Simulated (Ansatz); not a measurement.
Geometry optimisation, UKS PBE0/def2-SVPD in Ansatz 0.2.0.

The input (input.yaml):

```yaml
crystal:
  periodic: [false, false, false]
  atoms:
    - { symbol: B, position_ang: [0.0, 0.009573, -0.333791] }
    - { symbol: H, position_ang: [0.0, 0.017925, 2.055093] }
    - { symbol: F, position_ang: [1.144777, -0.008839, -0.959899] }
    - { symbol: F, position_ang: [-1.144777, -0.008839, -0.959899] }
    - { symbol: F, position_ang: [0.0, -0.009821, 2.978496] }
magnetization:
  spin_polarized: true
  initial_magnetization: 1
basis:
  gaussian: { orbitals: def2-SVPD }
hamiltonian:
  xc: pbe0
relax:
  f_tol: 0.03
  max_steps: 50
```

Command:

```bash
$ ansatz run input.yaml --threads 4 --pin off --max-ram 5120MiB --backend cpu --events-out ev --progress --plain --runs-dir out
```

**Question.** Where does it end, and by what steps?

**Answer.** The run converged. After 5 steps the energy has fallen by 0.007 eV; H2 moved furthest, 0.11 Å.

```json
{"step": "0", "energy less start (eV)": "0.0000", "largest force component (eV/Å)": "0.290", "accepted": "yes"}
{"step": "1", "energy less start (eV)": "0.0159", "largest force component (eV/Å)": "0.691", "accepted": "no"}
{"step": "2", "energy less start (eV)": "0.0214", "largest force component (eV/Å)": "1.580", "accepted": "no"}
{"step": "3", "energy less start (eV)": "-0.0040", "largest force component (eV/Å)": "0.044", "accepted": "yes"}
{"step": "4", "energy less start (eV)": "-0.0051", "largest force component (eV/Å)": "0.208", "accepted": "yes"}
{"step": "5", "energy less start (eV)": "-0.0071", "largest force component (eV/Å)": "0.014", "accepted": "yes"}
```

```xyz
5
Properties=species:S:1:pos:R:3
B 0.000 -0.005 -0.264
H 0.000 -0.006 1.943
F 1.146 0.000 -0.887
F -1.146 0.000 -0.887
F 0.000 0.011 2.875
```

Whether the end is a true minimum wasn't checked by a vibrational analysis.

Time of the run: 7.1 s on 4 threads of Arm Neoverse V1, on a shared host, peak memory 0.19 GiB.
